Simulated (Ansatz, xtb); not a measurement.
Pair of molecules: hydrogen isocyanide (SMILES [C-]#[NH+]) (first 3 atoms) with hydrogen isocyanide (SMILES [C-]#[NH+]); geometry from B3LYP-D3(BJ)/def2-TZVP, rigid monomers moved along the line of their centres of mass till H3···C4 is 2.87 Å.
(charge 0, multiplicity 1):
```xyz
6

C     -0.2166     0.3936    -1.1305
N     -0.1158     0.3302     0.0263
H     -0.0279     0.2747     1.0361
C      0.2200     0.1190     3.8958
N      0.3201     0.0568     5.0483
H      0.4066     0.0031     6.0418
```

Counterpoise-corrected where a basis set is named; no monomer relaxation.

Frozen-core correlation. CBS: X⁻³ extrapolation of the correlation energy, Hartree–Fock from the larger set.

Run with Ansatz (a program for electronic structure); xtb for the GFN methods. Each number belongs to the level named beside it.

Q: What is the computed interaction energy (GFN1-xTB)?

A: -1.4 kcal/mol
